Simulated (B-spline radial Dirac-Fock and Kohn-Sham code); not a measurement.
# Neutral hydrogen: differential elastic cross section for electrons at 17.5 keV

Calculated with a radial atomic solver, using relativistic (Dirac) partial waves in the static field of the Dirac-Fock atom with Furness-McCarthy exchange, without polarisation or absorption potentials.

```csv
θ (°),dσ/dΩ (a₀²/sr)
0,1.07
0.5,0.995
1,0.808
2,0.403
4,0.0764
8,0.00637
12,0.00130
16,0.000416
24,8.35e-05
32,2.70e-05
45,7.24e-06
60,2.47e-06
75,1.11e-06
90,6.06e-07
105,3.79e-07
120,2.65e-07
135,2.03e-07
150,1.69e-07
165,1.52e-07
180,1.47e-07
```

The total elastic cross section is 0.00600 a₀², the first transport cross section 2.86e-05 a₀² and the second, weighted with (3/2) sin²θ, 7.45e-05 a₀². The mean deflection is ⟨1 − cos θ⟩ = 0.00477, and 0.031 % of the collisions scatter beyond 90°.

Phase shifts modulo π (rad) for κ = −1 to −5: 0.117, 0.088, 0.074, 0.065, 0.058.
